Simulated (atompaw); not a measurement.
**Reading a pseudo-wave (Tc)**

Columns: radius, all-electron u(r) and pseudo u(r) of the 5s shell (level -5.04 eV) of technetium in the configuration [Kr] 4d5 5s2 5p0; PBE, scalar-relativistic, PAW (atompaw) scheme, atompaw 4.2.0.5.

```tsv
r (bohr)	all-electron	pseudo
0.115	-0.1101	0.0214
0.231	0.1183	0.0435
0.346	0.1667	0.0663
0.462	0.0294	0.0905
0.577	-0.1346	0.1161
0.692	-0.2458	0.1435
0.808	-0.2861	0.1731
0.923	-0.2645	0.2043
1.038	-0.1998	0.2373
1.154	-0.1091	0.2722
1.269	-0.0082	0.3079
1.385	0.0944	0.3447
1.500	0.1908	0.3813
1.615	0.2781	0.4174
1.731	0.3553	0.4526
1.846	0.4205	0.4856
1.962	0.4752	0.5163
2.077	0.5190	0.5435
2.192	0.5534	0.5668
2.308	0.5795	0.5861
2.423	0.5977	0.6006
2.538	0.6095	0.6105
2.654	0.6155	0.6158
2.769	0.6165	0.6166
2.885	0.6133	0.6133
3.000	0.6064	0.6064
```

Problem. How many radial nodes do the two functions have?

Solution. The all-electron 5s function has n − l − 1 = 4 (the table is too coarse to show those close to the nucleus); the pseudo-wave has 0, since the states of the same l below it are removed with the core.

Problem. Is the pseudo-wave norm-conserving?

Solution. No, it belongs to a PAW set: the norm inside the radius is not constrained, and the difference is carried by the augmentation charge.
